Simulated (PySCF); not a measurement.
GeSe⁻: a base run and its variants

Base input, run as `OMP_NUM_THREADS=1 python input.py` with PySCF 2.14:

```python
from pyscf import gto, scf, mp

mol = gto.M(
    atom='Ge 0 0 0; Se 0 0 2.375',
    basis='ano-rcc-vdzp',
    charge=-1,
    spin=1,
    verbose=4,
)
mf = scf.UHF(mol)
mf = mf.sfx2c1e()
mf.kernel()
mp.MP2(mf).kernel()
mf.dip_moment()
print('orbital energies (hartree):', [e[max(0, n-3):n+3].round(4) for e, n in zip(mf.mo_energy, mol.nelec)])
```

Base result: E(SCF) = -4525.250008 Eh, E(MP2) − E(SCF) = -0.42757 Eh, ⟨S²⟩ = 0.791. The basis has no diffuse functions, which an anion needs. The bond length is a typed value, not an optimised one. The dipole of an ion depends on the origin. No search for the lowest solution was made.

Run time: 8.4 s on 1 thread of Intel Xeon Platinum 8488C (shared host), peak memory 0.16 GiB.

Each row names what differs from the base; energies in brackets are changes from the base.

```tsv
change	result	wall time (s)
spin (2S): 1 → 3 [a high spin state]	E(SCF) = -4525.193851 Eh (+1.5281 eV), 13 cycles, E(MP2) − E(SCF) = -0.40055 Eh, ⟨S²⟩ = 3.771	7.9
initial guess: minao → 1e	E(SCF) = -4525.250008 Eh (+0.0000 eV), 24 cycles, E(MP2) − E(SCF) = -0.42757 Eh, ⟨S²⟩ = 0.791	7.8
spin (2S): 1 → 2 [unsound on purpose]	stops with RuntimeError (Electron number 67 and spin 2 are not consistent)	0.85
density fitting: none → def2-universal-jkfit	E(SCF) = -4525.251075 Eh (-0.0290 eV), E(MP2) − E(SCF) = -0.42753 Eh, ⟨S²⟩ = 0.791	2
DIIS space: default → off [unsound on purpose]	not converged: SCF after 50 cycles	8
functional: none (Hartree–Fock) → pw91; SCF type: UHF → UKS; step after the SCF: mp2 → analyze	E(SCF) = -4529.140559 Eh, 12 cycles, ⟨S²⟩ = 0.755	10
geometry: bond 2.375 → bond 2.446	E(SCF) = -4525.246410 Eh (+0.0979 eV), E(MP2) − E(SCF) = -0.42688 Eh, ⟨S²⟩ = 0.825	7.3
point-group symmetry: off → on	not converged: SCF after 50 cycles	8.7
smearing width (hartree): none → 0.05; step after the SCF: mp2 → none [smearing does not keep the typed spin]	E(SCF) = -4525.121459 Eh (+3.4980 eV), 13 cycles	8.2
PCM solvent, dielectric constant: none → 32.6; step after the SCF: mp2 → analyze	E(SCF) = -4525.340509 Eh (-2.4627 eV), 14 cycles, ⟨S²⟩ = 0.760	15
Cartesian functions: off → on	E(SCF) = -4525.252492 Eh (-0.0676 eV), E(MP2) − E(SCF) = -0.47713 Eh, ⟨S²⟩ = 0.793	7.6
length unit: angstrom → bohr [unsound on purpose]	E(SCF) = -4523.567153 Eh (+45.7928 eV), 11 cycles, E(MP2) − E(SCF) = -0.43515 Eh, ⟨S²⟩ = 0.756	12
geometry: bond 2.375 → bond 3.562 [an earlier cycle lay lower, so not the lowest solution of its kind]	E(SCF) = -4525.139986 Eh (+2.9938 eV), E(MP2) − E(SCF) = -0.41683 Eh, ⟨S²⟩ = 0.757	6.2
functional: none (Hartree–Fock) → scan; SCF type: UHF → UKS; step after the SCF: mp2 → analyze	not converged: SCF after 50 cycles	27
cycle limit: 50 → 5	not converged: SCF after 5 cycles	7.4
frozen orbitals: 0 → 18	E(SCF) = -4525.250008 Eh (+0.0000 eV), E(MP2) − E(SCF) = -0.35351 Eh, ⟨S²⟩ = 0.791	7
spin-free X2C: on → off [unsound on purpose]	E(SCF) = -4443.332246 Eh, E(MP2) − E(SCF) = -0.43202 Eh, ⟨S²⟩ = 0.786	7.5
```

Problem. Order these changes by how far they move the SCF energy from the base, largest first: (1) Cartesian functions: off → on; (2) PCM solvent, dielectric constant: none → 32.6; step after the SCF: mp2 → analyze; (3) geometry: bond 2.375 → bond 2.446; (4) geometry: bond 2.375 → bond 3.562.

Solution. (4) +2.9938 eV, (2) -2.4627 eV, (3) +0.0979 eV, (1) -0.0676 eV.
